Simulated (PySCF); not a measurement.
Atom-mapped SMILES (the numbers label the heavy atoms): `[CH3:1][N:2]([CH3:3])[P:4]([N:5]([CH3:6])[CH3:7])[N:8]([CH3:9])[CH3:10]`. Hydrogens are named by the atom that carries them.

Geometry: PBE0-D3(BJ)/def2-SVP; GIAO shifts from PySCF, gas phase, non-relativistic, averaged over equivalent atoms.

At CAM-B3LYP/pcSseg-1 (267 basis functions, 100 s wall time on 1 thread of an Arm Neoverse V1, shared host):
| atoms | δ (ppm) |
| --- | --- |
| C1/C3/C6/C7/C9/C10 | 37.8 |
| N2/N5/N8 | 52.4 |
| P4 | 120.1 |
| H(C1)/H(C3)/H(C6)/H(C7)/H(C9)/H(C10) | 2.42 |

Shifts are taken against calculated references (same method and geometry level): 13C (σref 182.45) and 1H (σref 31.33) against TMS; NH3 for 15N (σref 267.29); 31P (σref 299.17) vs H3PO4.

Problem. What do these become at PBE0/pcSseg-1?

Solution. 
```
                               atoms  δ at PBE0/pcSseg-1  change
                  C1/C3/C6/C7/C9/C10                37.9    +0.1
                            N2/N5/N8                52.3    -0.1
                                  P4               112.7    -7.4
H(C1)/H(C3)/H(C6)/H(C7)/H(C9)/H(C10)                2.43   +0.01
```

References, each an isolated molecule treated in the same way: TMS for 13C (σ = 184.41 ppm), 1H (σ = 31.27 ppm); NH3 for 15N (σ = 265.67 ppm); 31P (σ = 310.13 ppm) vs H3PO4.

The largest change is at P4 (phosphorus bonded to 3 N). Cost: 267 basis functions, 94 s wall time on 1 thread of an Arm Neoverse V1, shared host.

Experimental scales use liquid or dissolved standards, which lie at an offset from isolated NH3 (liquid NH3: subtract about 20 ppm) and H3PO4.
